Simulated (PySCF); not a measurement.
Simulated absorption spectrum

Compound: C7H4ClFO.
SMILES: `O=C(Cl)c1ccccc1F`

Method used: TDDFT B3LYP/def2-SVPD, vertical, gas phase, core orbitals frozen in the response (PySCF). Geometry: PBE0-D3(BJ)/def2-SVP, one conformer, isolated molecule. Torsions of this conformer, `[O:1]=[C:2]([Cl:3])[c:4]1[cH:5][cH:6][cH:7][cH:8][c:9]1[F:10]`: O1–C2–C4–C5 -12°.

Computed states:

```
state  E (eV)       f
   S1    4.43  0.0039
   S2    4.49   0.039
   S3    5.17   0.237
   S4    5.29   0.026
   S5    5.83   0.015
   S6    6.21   0.073
```

Broadening: Gaussians 0.4 eV wide at half height, area fixed by f = 4.319×10⁻⁹ ∫ε dν̃. The cross-section is σ = 3.8235×10⁻²¹ ε cm², given in Mb (10⁻¹⁸ cm²). The width is an assumption, not a result. The curve ends short of the highest state used, and states not computed would add to its high-energy end.

Task: What does the envelope look like, and where are its maxima?

Result: 
(E (eV), σ (Mb)): (3.83, 0.01), (3.91, 0.04), (3.98, 0.13), (4.06, 0.48), (4.14, 1.39), (4.22, 3.23), (4.29, 5.65), (4.37, 8.72), (4.45, 10.83), (4.53, 10.83), (4.60, 9.18), (4.68, 6.83), (4.76, 6.33), (4.84, 10.38), (4.91, 19.34), (4.99, 35.51), (5.07, 53.51), (5.15, 65.16), (5.22, 64.97), (5.30, 53.11), (5.38, 35.29), (5.46, 19.33), (5.53, 10.16), (5.61, 5.13)

Maxima: 276 nm (4.49 eV), ε about 2900, made up of S2 (91%); 239 nm (5.18 eV), ε about 17000, made up of S3 (92%) (ε in L mol⁻¹ cm⁻¹; maxima over ε = 5, shares over 10%).

Task: On this curve, what absorbance would a 10⁻⁴ mol/L sample give at 280 nm over a 1 cm path?

Result: 280 nm is 4.428 eV, where ε is about 2700 L mol⁻¹ cm⁻¹, so A = ε c l ≈ 0.27 (Beer–Lambert, with the gas-phase spectrum and the assumed width).

Task: Coming from long wavelengths, where does ε first pass 100 L mol⁻¹ cm⁻¹?

Result: At about 307 nm (4.04 eV), 0.38 eV below S1.

Task: What would ε be at 5.18 eV, the highest of these maxima, with half the width (0.2 eV)?

Result: About 33300 L mol⁻¹ cm⁻¹ against 17400, a factor of about 1.9; a lone state at its own centre would give exactly 2.
